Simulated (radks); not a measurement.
Values are calculated unless marked as measured or tabulated.
Q: Rh III, 43 electrons, occupied as [Kr] 4d7. Level of theory: Dirac Kohn-Sham, LDA (Slater exchange, Perdew-Wang correlation), spin-unpolarised, spherical densities, point nucleus; open shells fill j = l - 1/2 first (a radial shooting solver on a logarithmic mesh with Libxc functionals). Some entries of the table are withheld. Estimate them.

orbital  occ.  eigenvalue (Ry)  <1/r> (bohr^-1)  r(max) (bohr)
1s1/2       2        -1691.766              (1)        0.02120
2s1/2       2        -246.5968            10.78         0.1200
2p1/2       2        -228.5771            10.76            (2)
2p3/2       4        -217.9648            10.17            (3)
3s1/2       2        -45.30355            3.737         0.3521
3p1/2       2              (4)            3.644         0.3384
3p3/2       4              (5)            3.499         0.3482
3d3/2       4        -23.87010            3.329         0.2893
3d5/2       6        -23.50947            3.292         0.2921
4s1/2       2         -7.60021            1.416         0.8797
4p1/2       2         -5.44095              (6)         0.9247
4p3/2       4         -5.14703              (7)         0.9498
4d3/2       4         -1.92573           0.9310          1.124
4d5/2       3         -1.89275           0.9196          1.136

A: 
(1) 1s1/2 <1/r> (bohr^-1): 47.01
(2) 2p1/2 r(max) (bohr): 0.09295
(3) 2p3/2 r(max) (bohr): 0.09703
(4) 3p1/2 eigenvalue (Ry): -38.24427
(5) 3p3/2 eigenvalue (Ry): -36.41772
(6) 4p1/2 <1/r> (bohr^-1): 1.296
(7) 4p3/2 <1/r> (bohr^-1): 1.250
